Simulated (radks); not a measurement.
Coulomb parameter of the 4d shell of neutral silver in the model configuration [Kr] 4d8 5s1 5p2, as a second difference U = [E(n + 0.5) + E(n - 0.5) - 2 E(n)] / (0.5)^2 with all orbitals relaxed. "Bare": the charge of the atom changes with n. "Screened": the 5p shell takes up the change at fixed total charge, which measures U(4d,4d) + U(5p,5p) - 2 U(4d,5p). Method: scalar-relativistic Kohn-Sham, SCAN, spin-unpolarised, spherical densities, finite nucleus; meta-GGA in the generalised Kohn-Sham scheme; Fermi nuclear charge, rms radius 4.5454 fm; computed with a radial shooting solver on a logarithmic mesh with Libxc functionals.

start: configuration [Kr] 4d8 5s1 5p2; E - E(n) (eV) 0.000
bare +0.5: configuration [Kr] 4d8.5 5s1 5p2; E - E(n) (eV) -7.551
bare -0.5: configuration [Kr] 4d7.5 5s1 5p2; E - E(n) (eV) 10.337
screened +0.5: configuration [Kr] 4d8.5 5s1 5p1.5; E - E(n) (eV) -6.769
screened -0.5: configuration [Kr] 4d7.5 5s1 5p2.5; E - E(n) (eV) 7.732

U(bare) = 11.142 eV, U(screened by 5p) = 3.850 eV, against the Slater integral F0(4d,4d) = 19.270 eV with frozen orbitals. The step up makes a negative ion, whose loosely bound charge lowers the bare value.
